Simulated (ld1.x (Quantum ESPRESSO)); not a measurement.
## What one change does to a pseudopotential (Hf, TM)

| Property | Result |
| --- | --- |
| Element | Hf |
| Generator | ld1.x (Quantum ESPRESSO) 7.5 |
| Type | norm-conserving Troullier–Martins (Kleinman–Bylander form) |
| Functional | PBE |
| Relativity | scalar-relativistic |
| Frozen core | [Xe] 4f14 |
| Valence charge | 4 |
| Reference configuration | 5d2 6s1 6p0 (charge +1) |
| Partial waves | 6s (bound): rc 3.00 bohr; 5d (bound): rc 2.95 bohr; 5f channel at -0.1 Ry: rc 3.10 bohr; 6p (bound, empty): rc 3.15 bohr |
| Local potential | the p channel |
| Core correction | Bessel-smoothed model core, default radius (core density twice the valence density) |

All-electron outer shells of the reference configuration (PBE, scalar-relativistic, ld1.x):

```json
{"shell": "4f", "level (eV)": "-23.76", "outermost node (bohr)": "–", "outermost maximum (bohr)": "0.45"}
{"shell": "6s", "level (eV)": "-10.97", "outermost node (bohr)": "1.36", "outermost maximum (bohr)": "2.78"}
{"shell": "5d", "level (eV)": "-9.21", "outermost node (bohr)": "0.67", "outermost maximum (bohr)": "1.67"}
{"shell": "6p", "level (eV)": "-6.36", "outermost node (bohr)": "1.64", "outermost maximum (bohr)": "3.62"}
```

Change: local potential the s channel.

Cutoffs: the cutoffs (Ry, on a coarse ladder) from which the occupation-weighted sum of valence levels, in a spherical-Bessel basis at the reference potential, stays within 10 and 1 mRy of its value at 400 Ry; they do not see the model core or the augmentation charge, which bear on the density cutoff. Errors are all-electron minus pseudo energies relative to the spin-unpolarised reference configuration.

What does the change do?

The potential gets neither clearly harder nor softer (18 Ry and 25 Ry → 18 Ry and 25 Ry); of the 7 tests that both files solve, the error grows in 0 and shrinks in 3 by more than 15 % and 0.3 meV (median size 15.4 → 14.9 meV); neither file shows a bound ghost.

| quantity | base | changed |
| --- | --- | --- |
| cutoff, loose | 18 Ry | 18 Ry |
| cutoff, tight | 25 Ry | 25 Ry |
| bound ghosts | none | none |
| error for 5d2 6s2 6p0, meV [ΔE -7.98 eV] | -3.2 | -2.4 |
| error for 5d2 6s0 6p0, meV [ΔE 14.18 eV] | -30 | -23 |
| error for 5d1 6s0 6p0, meV [ΔE 35.97 eV] | -288 | -249 |
| error for 5d2 6s1 6p1, meV [ΔE -4.15 eV] | -1.5 | -1.4 |
| error for 5d1 6s2 6p0, meV [ΔE -1.48 eV] | -64 | -69 |
| error for 5d2 6s0 6p2, meV [ΔE -0.11 eV] | -15 | -15 |
| error for 5d2.5 6s1.5 6p0, meV [ΔE -6.72 eV] | -14 | -9.1 |
| s: phases at 3.42 bohr within 0.05 rad from the reference energy up to (Ry; the scan ends near 5) | 0.3 | 1.1 |
| p: phases at 3.42 bohr within 0.05 rad from the reference energy up to (Ry; the scan ends near 5) | 1.2 | 1.4 |
| d: phases at 3.42 bohr within 0.05 rad from the reference energy up to (Ry; the scan ends near 5) | 0.1 | 0.4 |
| f: phases at 3.42 bohr within 0.05 rad from the reference energy up to (Ry; the scan ends near 5) | 2.6 | 3.0 |
